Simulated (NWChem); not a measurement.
System: C$_{3}$H$_{3}$ClF$_{2}$; SMILES FC1(F)C[C@H]1Cl

Excerpt of the output:

```
             Northwest Computational Chemistry Package (NWChem) 7.3.0
             --------------------------------------------------------

 C1  symmetry detected

                             Geometry "geometry" -> ""
                             -------------------------

 Output coordinates in angstroms (scale by  1.889725989 to convert to a.u.)

  No.       Tag          Charge          X              Y              Z
 ---- ---------------- ---------- -------------- -------------- --------------
    1 F                    9.0000    -0.21488471     1.99822178     0.70095643
    2 C                    6.0000     0.04699188     0.90109192    -0.03571753
    3 F                    9.0000     1.34590087     0.90940965    -0.36245318
    4 C                    6.0000    -0.97228634     0.38552482    -0.99031320
    5 C                    6.0000    -0.66809361    -0.37008659     0.28600651
    6 Cl                  17.0000     0.19350804    -1.89362183     0.19317566
    7 H                    1.0000    -1.91557702     0.90392269    -1.06492509
    8 H                    1.0000    -0.60312995    -0.02686877    -1.91687143
    9 H                    1.0000    -1.38974666    -0.35334659     1.09142636

 Effective nuclear repulsion energy (a.u.)     299.7372130829

                                Z-matrix (autoz)
                                --------

 Units are Angstrom for bonds and degrees for angles

      Type          Name      I     J     K     L     M      Value
      ----------- --------  ----- ----- ----- ----- ----- ----------
    1 Stretch                  1     2                       1.34721
    2 Stretch                  2     3                       1.33940
    3 Stretch                  2     4                       1.48862
    4 Stretch                  2     5                       1.49357
    5 Stretch                  4     5                       1.51409
    6 Stretch                  4     7                       1.07893
    7 Stretch                  4     8                       1.07928
    8 Stretch                  5     6                       1.75275
    9 Stretch                  5     9                       1.08156
   10 Bend                     1     2     3               108.47211
   11 Bend                     1     2     4               119.97382
   12 Bend                     1     2     5               118.83316
   13 Bend                     2     4     5                59.64996
   14 Bend                     2     4     7               118.46163
   15 Bend                     2     4     8               116.65753
   16 Bend                     2     5     4                59.32729
   17 Bend                     2     5     6               119.54043
   18 Bend                     2     5     9               117.81988
   19 Bend                     3     2     4               120.64615
   20 Bend                     3     2     5               121.47556
   21 Bend                     4     2     5                61.02276
   22 Bend                     4     5     6               119.20291
   23 Bend                     4     5     9               119.07564
   24 Bend                     5     4     7               118.27628
   25 Bend                     5     4     8               117.66300
   26 Bend                     6     5     9               112.38871
   27 Bend                     7     4     8               115.04039
   28 Torsion                  1     2     4     5        -108.48126
   29 Torsion                  1     2     4     7          -0.60157
   30 Torsion                  1     2     4     8         143.57729
   31 Torsion                  1     2     5     4         110.30714
   32 Torsion                  1     2     5     6        -141.27736
   33 Torsion                  1     2     5     9           1.28856
   34 Torsion                  2     4     5     6        -108.97685
   35 Torsion                  2     4     5     9         106.92109
   36 Torsion                  2     5     4     7        -108.18711
   37 Torsion                  2     5     4     8         106.26503
   38 Torsion                  3     2     4     5         111.44670
   39 Torsion                  3     2     4     7        -140.67361
   40 Torsion                  3     2     4     8           3.50525
   41 Torsion                  3     2     5     4        -110.13084
   42 Torsion                  3     2     5     6          -1.71535
   43 Torsion                  3     2     5     9         140.85058
   44 Torsion                  4     2     5     6         108.41550
   45 Torsion                  4     2     5     9        -109.01858
   46 Torsion                  5     2     4     7         107.87969
   47 Torsion                  5     2     4     8        -107.94145
   48 Torsion                  6     5     4     7         142.83604
   49 Torsion                  6     5     4     8          -2.71182
   50 Torsion                  7     4     5     9          -1.26602
   51 Torsion                  8     4     5     9        -146.81388

  pbe96 is a nonlocal functional; adding pw91lda local functional.

                           NWChem Geometry Optimization
                           ----------------------------

 maximum gradient threshold         (gmax) =   0.000450
 rms gradient threshold             (grms) =   0.000300
 maximum cartesian step threshold   (xmax) =   0.001800
 rms cartesian step threshold       (xrms) =   0.001200
 fixed trust radius                (trust) =   0.300000
 source of zmatrix                         =   autoz

          -------------------
          Energy Minimization
          -------------------

 Using diagonal initial Hessian
 Scaling for Hessian diagonals: bonds = 1.00  angles = 0.25  torsions = 0.10

          --------
          Step   0

                                 NWChem DFT Module
                                 -----------------

[...]

      ----------------------
      Optimization converged
      ----------------------

  Step       Energy      Delta E   Gmax     Grms     Xrms     Xmax
  ---- ---------------- -------- -------- -------- -------- --------
@    9    -775.06500555 -2.2D-07  0.00005  0.00001  0.00022  0.00053
                                     ok       ok       ok       ok

                                Z-matrix (autoz)
                                --------

 Units are Angstrom for bonds and degrees for angles

[...]

 Rotational Constants
 --------------------
 A=   0.182347 cm-1  (  0.262351 K)
 B=   0.063440 cm-1  (  0.091274 K)
 C=   0.057720 cm-1  (  0.083045 K)

 Temperature                      =   298.15K
 frequency scaling parameter      =   1.0000

 Zero-Point correction to Energy  =   34.295 kcal/mol  (  0.054653 au)
 Thermal correction to Energy     =   37.835 kcal/mol  (  0.060294 au)
 Thermal correction to Enthalpy   =   38.427 kcal/mol  (  0.061238 au)

 Total Entropy                    =   76.764 cal/mol-K
   - Translational                =   40.038 cal/mol-K (mol. weight = 111.9891)
   - Rotational                   =   27.270 cal/mol-K (symmetry #  =        1)
   - Vibrational                  =    9.457 cal/mol-K

 Cv (constant volume heat capacity) =   19.865 cal/mol-K
   - Translational                  =    2.979 cal/mol-K
   - Rotational                     =    2.979 cal/mol-K
   - Vibrational                    =   13.906 cal/mol-K

[normal modes left out]

 ----------------------------------------------------------------------------
 Normal Eigenvalue ||           Projected Infra Red Intensities
  Mode   [cm**-1]  || [atomic units] [(debye/angs)**2] [(KM/mol)] [arbitrary]
 ------ ---------- || -------------- ----------------- ---------- -----------
    1       -0.000 ||    0.000238           0.005         0.232       0.110
    2       -0.000 ||    0.000336           0.008         0.328       0.155
    3       -0.000 ||    0.001253           0.029         1.222       0.578
    4       -0.000 ||    0.000275           0.006         0.268       0.127
    5       -0.000 ||    0.000048           0.001         0.047       0.022
    6        0.000 ||    0.000002           0.000         0.002       0.001
    7      159.375 ||    0.001066           0.025         1.039       0.492
    8      198.503 ||    0.001643           0.038         1.601       0.758
    9      343.195 ||    0.001700           0.039         1.658       0.784
   10      397.663 ||    0.001115           0.026         1.087       0.514
   11      472.324 ||    0.008199           0.189         7.993       3.782
   12      575.391 ||    0.003680           0.085         3.588       1.697
   13      679.751 ||    0.016394           0.378        15.981       7.561
   14      734.524 ||    0.012486           0.288        12.172       5.759
   15      845.033 ||    0.005647           0.130         5.505       2.604
   16      927.834 ||    0.049031           1.131        47.797      22.613
   17      982.545 ||    0.018091           0.417        17.636       8.343
   18     1005.872 ||    0.042641           0.984        41.569      19.666
   19     1011.908 ||    0.030815           0.711        30.040      14.212
   20     1063.853 ||    0.011153           0.257        10.873       5.144
   21     1187.009 ||    0.090186           2.081        87.918      41.594
   22     1282.939 ||    0.099444           2.294        96.943      45.863
   23     1322.008 ||    0.022349           0.516        21.787      10.307
   24     1446.698 ||    0.163149           3.764       159.045      75.244
   25     3071.499 ||    0.000658           0.015         0.641       0.303
   26     3113.855 ||    0.002732           0.063         2.663       1.260
   27     3179.438 ||    0.001101           0.025         1.073       0.508
 ----------------------------------------------------------------------------
```

Level: PBE-D3(BJ)/def2-SVP. 

Write an input that gives this output.

One answer among several that fit: the input that was run:
```
start job
memory heap 200 mb stack 900 mb global 1100 mb
geometry units angstroms
  F      1.387648    -1.214298    -1.065313
  C      0.492118    -0.739794    -0.177713
  F      1.079926    -0.673401     1.023979
  C     -0.944466    -1.110185    -0.300299
  C     -0.486486     0.295873    -0.625459
  Cl    -0.913883     1.606337     0.457200
  H     -1.242308    -1.751938    -1.114881
  H     -1.486163    -1.260254     0.621058
  H     -0.450310     0.610949    -1.659472
end
basis spherical
  * library def2-svp
end
dft
  xc xpbe96 cpbe96
  disp vdw 4
  iterations 150
end
driver
  maxiter 120
end
task dft optimize
task dft freq
```
